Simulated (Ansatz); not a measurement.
Consider the silylene formation by 1,1-elimination: `C=C[SiH](N)CC` → ethylene + `CC[Si]N`.

Program: Ansatz. Geometries: PBE0-D4/def2-TZVP. ΔE: electronic, gas phase. CCSD(T)/CBS adds triple-zeta CCSD(T) − MP2 to the extrapolated MP2 energy (def2 sets, frozen cores). This one scheme is used for every species. Functionals use def2-TZVPP. One conformer a species, not always the lowest.

| level | ΔE (kJ/mol) | difference from CCSD(T)/CBS |
| --- | --- | --- |
| LDA (SPW92) | 173.8 | 11.7 |
| PBE-D4 | 154.2 | -7.9 |
| revPBE-D4 | 152.7 | -9.4 |
| r2SCAN-D4 | 172.5 | 10.4 |
| PBE0-D4 | 169.1 | 7.0 |
| r2SCAN0-D4 | 179.3 | 17.2 |
| PBE-QIDH | 176.2 | 14.1 |
| PBE | 143.5 | -18.6 |
| r2SCAN | 169.0 | 6.9 |
| PBE0 | 159.5 | -2.6 |
| r2SCANh | 171.5 | 9.4 |
| HF/def2-SVP | 149.7 | -12.4 |
| CCSD/def2-SVP | 141.6 | -20.5 |
| CCSD(T)/def2-SVP | 141.7 | -20.4 |
| MP2/def2-QZVPP | 176.2 | 14.1 |
| HF/CBS(def2) | 154.6 | -7.5 |
| CCSD(T)/CBS | 162.1 | 0 |

Largest T1 diagnostic among the species: 0.013.

At CCSD(T), def2-SVP lies −20.4 kJ/mol from the extrapolated value and def2-TZVPP −3.8 kJ/mol. Leaving LDA and LC-ωPBE aside and taking each functional with its dispersion term where it has one, the values, not all of them listed here, spread over 39.1 kJ/mol, from BLYP-D4 to r2SCAN0-D4. LDA lies +30.4 kJ/mol from PBE without D4.
